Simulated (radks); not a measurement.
Q: Radial electron density D(r) = 4 pi r^2 rho(r) of an atom or ion with 12 electrons. Calculated with a radial shooting solver on a logarithmic mesh with Libxc functionals: scalar-relativistic Kohn-Sham, PBEsol, spin-polarised, spherical densities, finite nucleus; Fermi nuclear charge, rms radius of each element as measured or else 0.836 A^(1/3) + 0.57 fm.

```
   r/bohr * D(r) (the largest magnitude, 70.2, reaches the edge; | marks zero)
 0.001802 |  *
 0.002236 |   *
 0.002797 |     *
 0.003472 |        *
 0.004309 |           *
 0.005348 |               *
  0.00669 |                     *
 0.008303 |                           *
  0.01031 |                                 *
  0.01279 |                                        *
  0.01587 |                                            *
  0.01986 |                                               *
  0.02465 |                                              *
  0.03059 |                                          *
  0.03796 |                                      *
   0.0475 |                                     *
  0.05895 |                                          *
  0.07316 |                                                 *
   0.0908 |                                                      *
   0.1136 |                                                 *
    0.141 |                                   *
    0.175 |                   *
   0.2172 |          *
   0.2717 |       *
   0.3372 |     *
   0.4185 |  *
   0.5194 |*
   0.6498 *
   0.8064 *
    1.001 *
```

What is the nuclear charge?

A: Z = 48. The innermost maximum, from 1s, lies near gamma/Z bohr with gamma = sqrt(1 - (Z/c)^2) = 0.937, here 0.0195 bohr (found: 0.0207), and its height grows with Z. The density is that of the cadmium ion Cd36+ in [Ne] 3s2; the configuration itself is not fixed sharply by these data, and Z only to a few units. D(r) has 2 maxima, at r = 0.0207, 0.0923 bohr, and minima at 0.0446 bohr, inside which lie 2.08 electrons.
